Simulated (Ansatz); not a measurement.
`[CH3][Zr]([Cl])([Cl])[Cl]` + `CO[SiH](C)[GeH3]` → `C[O][Zr]([CH3])([Cl])[Cl]` + `C[SiH](Cl)[GeH3]`  (redistribution)

Isolated molecules relaxed with PBE0-D4/def2-TZVP in Ansatz; ΔE leaves out vibrations. CCSD(T)/CBS is the MP2 limit (def2-TZVPP, def2-QZVPP) plus CCSD(T) − MP2 in def2-TZVPP, frozen cores. Functionals use def2-TZVPP. B3LYP here is the variant with VWN-RPA as its local correlation; programs differ in this. HSE06 is defined as in plane-wave codes. Elements past krypton have def2 core potentials. For Ge, Zr outer-core shells are correlated without core-valence functions, which leaves a few kJ/mol of doubt a bond. Scalar relativity is left out up to krypton. Each species was taken in one conformer, which may not be the lowest.

```json
{"level": "LDA (SPW92)", "ΔE (kJ/mol)": "-3.0", "difference from CCSD(T)/CBS": "-2.6"}
{"level": "PBE-D4", "ΔE (kJ/mol)": "-5.8", "difference from CCSD(T)/CBS": "-5.4"}
{"level": "revPBE-D4", "ΔE (kJ/mol)": "-5.5", "difference from CCSD(T)/CBS": "-5.1"}
{"level": "r2SCAN-D4", "ΔE (kJ/mol)": "1.1", "difference from CCSD(T)/CBS": "1.5"}
{"level": "B97M-V", "ΔE (kJ/mol)": "4.6", "difference from CCSD(T)/CBS": "5.0"}
{"level": "PBE0-D4", "ΔE (kJ/mol)": "-2.8", "difference from CCSD(T)/CBS": "-2.4"}
{"level": "B3LYP-D4", "ΔE (kJ/mol)": "-0.3", "difference from CCSD(T)/CBS": "0.1"}
{"level": "r2SCANh-D4", "ΔE (kJ/mol)": "1.6", "difference from CCSD(T)/CBS": "2.0"}
{"level": "r2SCAN0-D4", "ΔE (kJ/mol)": "2.4", "difference from CCSD(T)/CBS": "2.8"}
{"level": "HSE06-D4", "ΔE (kJ/mol)": "-2.8", "difference from CCSD(T)/CBS": "-2.4"}
{"level": "CAM-B3LYP-D4", "ΔE (kJ/mol)": "-2.1", "difference from CCSD(T)/CBS": "-1.7"}
{"level": "ωB97X-V", "ΔE (kJ/mol)": "-4.2", "difference from CCSD(T)/CBS": "-3.8"}
{"level": "B2PLYP", "ΔE (kJ/mol)": "-2.7", "difference from CCSD(T)/CBS": "-2.3"}
{"level": "PBE-QIDH", "ΔE (kJ/mol)": "-2.6", "difference from CCSD(T)/CBS": "-2.2"}
{"level": "PBE", "ΔE (kJ/mol)": "-7.2", "difference from CCSD(T)/CBS": "-6.8"}
{"level": "revPBE", "ΔE (kJ/mol)": "-9.6", "difference from CCSD(T)/CBS": "-9.2"}
{"level": "BLYP", "ΔE (kJ/mol)": "-5.3", "difference from CCSD(T)/CBS": "-4.9"}
{"level": "r2SCAN", "ΔE (kJ/mol)": "0.8", "difference from CCSD(T)/CBS": "1.2"}
{"level": "PBE0", "ΔE (kJ/mol)": "-4.0", "difference from CCSD(T)/CBS": "-3.6"}
{"level": "B3LYP", "ΔE (kJ/mol)": "-2.5", "difference from CCSD(T)/CBS": "-2.1"}
{"level": "r2SCANh", "ΔE (kJ/mol)": "1.3", "difference from CCSD(T)/CBS": "1.7"}
{"level": "r2SCAN0", "ΔE (kJ/mol)": "2.0", "difference from CCSD(T)/CBS": "2.4"}
{"level": "HSE06", "ΔE (kJ/mol)": "-3.9", "difference from CCSD(T)/CBS": "-3.5"}
{"level": "BHLYP", "ΔE (kJ/mol)": "1.6", "difference from CCSD(T)/CBS": "2.0"}
{"level": "CAM-B3LYP", "ΔE (kJ/mol)": "-3.3", "difference from CCSD(T)/CBS": "-2.9"}
{"level": "LC-ωPBE", "ΔE (kJ/mol)": "-10.3", "difference from CCSD(T)/CBS": "-9.9"}
{"level": "HF/def2-SVP", "ΔE (kJ/mol)": "-8.6", "difference from CCSD(T)/CBS": "-8.2"}
{"level": "CCSD/def2-SVP", "ΔE (kJ/mol)": "-15.9", "difference from CCSD(T)/CBS": "-15.5"}
{"level": "CCSD(T)/def2-SVP", "ΔE (kJ/mol)": "-15.5", "difference from CCSD(T)/CBS": "-15.1"}
{"level": "HF/def2-TZVPP", "ΔE (kJ/mol)": "4.2", "difference from CCSD(T)/CBS": "4.6"}
{"level": "MP2/def2-TZVPP", "ΔE (kJ/mol)": "-3.7", "difference from CCSD(T)/CBS": "-3.3"}
{"level": "SCS-MP2/def2-TZVPP", "ΔE (kJ/mol)": "-3.3", "difference from CCSD(T)/CBS": "-2.9"}
{"level": "CCSD/def2-TZVPP", "ΔE (kJ/mol)": "-1.3", "difference from CCSD(T)/CBS": "-0.9"}
{"level": "CCSD(T)/def2-TZVPP", "ΔE (kJ/mol)": "-1.8", "difference from CCSD(T)/CBS": "-1.4"}
{"level": "HF/def2-QZVPP", "ΔE (kJ/mol)": "5.0", "difference from CCSD(T)/CBS": "5.4"}
{"level": "MP2/def2-QZVPP", "ΔE (kJ/mol)": "-2.6", "difference from CCSD(T)/CBS": "-2.2"}
{"level": "SCS-MP2/def2-QZVPP", "ΔE (kJ/mol)": "-2.3", "difference from CCSD(T)/CBS": "-1.9"}
{"level": "HF/CBS(def2)", "ΔE (kJ/mol)": "5.1", "difference from CCSD(T)/CBS": "5.5"}
{"level": "MP2/CBS(def2)", "ΔE (kJ/mol)": "-2.2", "difference from CCSD(T)/CBS": "-1.8"}
{"level": "CCSD/CBS(def2)", "ΔE (kJ/mol)": "0.1", "difference from CCSD(T)/CBS": "0.5"}
{"level": "CCSD(T)/CBS", "ΔE (kJ/mol)": "-0.4", "difference from CCSD(T)/CBS": "0"}
```

Largest T1 diagnostic among the species: 0.015.

Leaving LDA and LC-ωPBE aside and taking each functional with its dispersion term where it has one, the values spread over 10.4 kJ/mol, from PBE-D4 to B97M-V. LDA lies +4.1 kJ/mol from PBE without D4. In def2-TZVPP, CCSD(T) changes the Hartree–Fock value by −6.0 kJ/mol (the triples alone add −0.5 kJ/mol) and MP2 by −7.9 kJ/mol. From PBE to PBE0 (25 % exact exchange), in def2-TZVPP and without D4, ΔE moves by +3.1 kJ/mol.
